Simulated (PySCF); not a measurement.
C₃H₁₀BN.
Atom-mapped SMILES: `[CH3:1][CH:2]([CH3:3])[BH:4][NH2:5]` (hydrogens: H6, H7, H8 on C1; H9 on C2; H10, H11, H12 on C3; H13 on B4; H14, H15 on N5)

Method used: PBE0-D3(BJ)/def2-SVP geometry optimisation, gas phase in PySCF.

Problem. What internal coordinates does the optimisation give?

Solution. 
```
                  bond  length (Å)
          C1–C2, C2–C3       1.530
                 C2–B4       1.583
                 B4–N5       1.392
C1–H6 and 5 like bonds       1.103
                 C2–H9       1.107
                B4–H13       1.216
        N5–H14, N5–H15       1.012
```

Bonds in one row agree within 0.01 Å and their mean is given. A selection of angles:
```
     angle  degrees
  C2–C1–H6    111.5
  H6–C1–H7    107.4
  C1–C2–C3    110.9
  C1–C2–B4    110.4
  C1–C2–H9    108.1
  B4–C2–H9    109.4
  C2–B4–N5    122.6
 C2–B4–H13    119.9
 N5–B4–H13    117.5
 B4–N5–H14    123.3
H14–N5–H15    113.8
```

Dihedral angles: C1–C2–B4–N5 -122° (anticlinal). The mirror-image conformer, all signs reversed, is as good.

N5 (boron-bound nitrogen) is planar (angles 123.3°, 123.0° and 113.8°, sum 360.0°, 0.00 Å off the plane of its three neighbours). B4 (three-coordinate boron) is planar (angles 122.6°, 119.9° and 117.5°, sum 360.0°, 0.00 Å off the plane of its three neighbours). Of the pairs four or more bonds apart, H9···H15 is among the closest relative to their van der Waals radii: 2.51 Å, 105 % of the sum of Bondi's values.

Point group: near Cs, missed by 0.12 Å at most; the miss may be what the optimiser left on a soft mode. Not checked by PBE0-D3(BJ)/def2-SVP frequencies. One conformer, not necessarily the lowest.
